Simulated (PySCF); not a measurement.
## ²⁹Si chemical shifts

Non-relativistic, no solvent, averaged over atoms made equivalent by symmetry, fast rotation or ring inversion, single conformer. Shielding tensors at PBE0/pcSseg-1 (GIAO); GFN2-xTB structure; PySCF 2.14.0 with density-fitted response routines.

Shieldings were converted by a linear fit to measured shifts: ²⁹Si (scatter 8.9 ppm rms, 25.8 ppm with the 6 outliers that the fit left out vs TMS, solution or neat liquid). A few per cent of atoms miss by over 2 rms, more outside the fitted compound classes.

Task: Give the ²⁹Si shifts of `[SiH3]C[C@@H]1C[SiH2]O[Si@@H]1Cl`, `CCC[Si@@H]([SiH2]C)C(F)(F)F`, `N#C/C=N/[SiH2]C=O`, `[SiH3]SC[SiH2]/C=C\Cl`, `C=C[C@@H]1O[SiH2]OC1=S`.

Result: 
```csv
compound,environment,δ (ppm)
[SiH3:1][CH2:2][C@@H:3]1[CH2:4][SiH2:5][O:6][Si@@H:7]1[Cl:8],"Si7: silicon bonded to C, Cl, O, H, in a 5-membered ring",-0.6
[SiH3:1][CH2:2][C@@H:3]1[CH2:4][SiH2:5][O:6][Si@@H:7]1[Cl:8],"Si5: silicon bonded to C, O, 2 H, in a 5-membered ring",-12.0
[SiH3:1][CH2:2][C@@H:3]1[CH2:4][SiH2:5][O:6][Si@@H:7]1[Cl:8],"Si1: silicon bonded to C, 3 H",-66.8
[CH3:1][CH2:2][CH2:3][Si@@H:4]([SiH2:5][CH3:6])[C:7]([F:8])([F:9])[F:10],"Si4: silicon bonded to 2 C, Si, H",-33.7
[CH3:1][CH2:2][CH2:3][Si@@H:4]([SiH2:5][CH3:6])[C:7]([F:8])([F:9])[F:10],"Si5: silicon bonded to C, Si, 2 H",-73.0
N#C/C=N/[SiH2]C=O,"silicon bonded to C, N, 2 H",-54.5
[SiH3:1][S:2][CH2:3][SiH2:4]/[CH:5]=[CH:6]\[Cl:7],"Si1: silicon bonded to S, 3 H",-51.1
[SiH3:1][S:2][CH2:3][SiH2:4]/[CH:5]=[CH:6]\[Cl:7],"Si4: silicon bonded to 2 C, 2 H",-57.9
C=C[C@@H]1O[SiH2]OC1=S,"silicon bonded to 2 O, 2 H, in a 5-membered ring",-4.8
```
